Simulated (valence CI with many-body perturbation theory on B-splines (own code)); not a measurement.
Values are calculated unless marked as measured or tabulated.
**Re LXIII: what the settings do**

Method: configuration interaction combined with many-body perturbation theory (CI+MBPT): three valence electrons over a frozen Dirac-Fock core [Ne], radial functions for each j: 6 s, 6 p, 5 d, 3 f, 1 g, with the one-electron correlation potential Σ1 (screened to all orders), the two-electron term Σ2, the three-electron term Σ3, Breit, model QED; selected single and double excitations, second order for the rest, scaled by the run's own slope (own B-spline code, finite nucleus).

The last digits are not significant, and no measured levels were compared; by estimate large intervals hold to a few tenths of a per cent, small ones and those within an open d or f shell to about a per cent.

The reference run has the lowest level (3s^2 3p1/2) J=1/2 and an ionisation energy of 6953.47 eV. Its largest variational space holds 2745 state functions.

Levels are named by their leading jj configuration (3d3/2^4 stands for four electrons in 3d with j = 3/2), which in mixed levels can hold well under half, so a name can repeat and another be missing. Letters in brackets count levels of one name in rising energy.

Changed runs:
A. scale of Σ1 1 → 0; scale of Σ2 1 → 0; three-electron term on → off
B. natural orbitals for correlation on → off
C. lowest core n in screening and Σ2 1 → 3
D. start configuration 3s2 3p1 → 3s2 4p1 (bad on purpose)

Excitation energies of the reference run in cm⁻¹, and shifts in cm⁻¹:

```
                     Level  Reference      A      B
        (3s 3p1/2^2) J=1/2    1380880  +2746    +11
        (3s^2 3p3/2) J=3/2    3126320  -2367   -339
(3s 3p1/2 3p3/2) J=3/2 [a]    4257200  -1946  -1234
    (3s 3p1/2 3p3/2) J=5/2    4406950   -697   -598
(3s 3p1/2 3p3/2) J=3/2 [b]    4578510   +844   -224
    (3s 3p1/2 3p3/2) J=1/2    4661920  +3941    +77
        (3s^2 3d3/2) J=3/2    5046700  +5835   +861
        (3s^2 3d5/2) J=5/2    5678090  +2318   +261
     (3p1/2^2 3p3/2) J=3/2    5928540  +2892   -515
(3s 3p1/2 3d3/2) J=3/2 [a]    6036730  +3874   -530
    (3s 3p1/2 3d3/2) J=5/2    6135220  +3452   -284
    (3s 3p1/2 3d3/2) J=1/2    6353320  +7048   +482
    Ionisation energy (eV)    6953.47  -1.06  -0.27
```

Run C: It gave no result: the setting left no core shell for the response of the core. The program said: "need at least one array to concatenate".

Run D: It gave no result: the start configuration must fill the lowest shells above the core. The program said: "4p is not the lowest shell of its kind above the core".
